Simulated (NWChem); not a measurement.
PbS

```
Pb
S 1 2.3081
```
Charge 0, spin multiplicity 1.

Everything below was run with NWChem. All single points use one geometry, from PBE0/def2-SVP with def2 effective core potentials on Pb, a minimum by its harmonic frequencies.

Effective core potentials replace the inner electrons of Pb; spin-orbit coupling is left out. The structure started from a generated list of species. The stability of the SCF solutions was not checked.

Worked example. At BHandHLYP/def2-TZVP the molecule has a total energy of -590.99340 Ha and the free atoms (multiplicities Pb 3, S 3) Pb -192.72091, S -398.12097 Ha. The electronic atomisation energy is the atoms' sum less the molecule's energy.

1·(-192.72091) + 1·(-398.12097) = -590.84188 Ha for the atoms; less the molecule's energy this leaves 0.15152 Ha, or 95.1 kcal/mol (398 kJ/mol), without zero-point, thermal or spin-orbit terms.
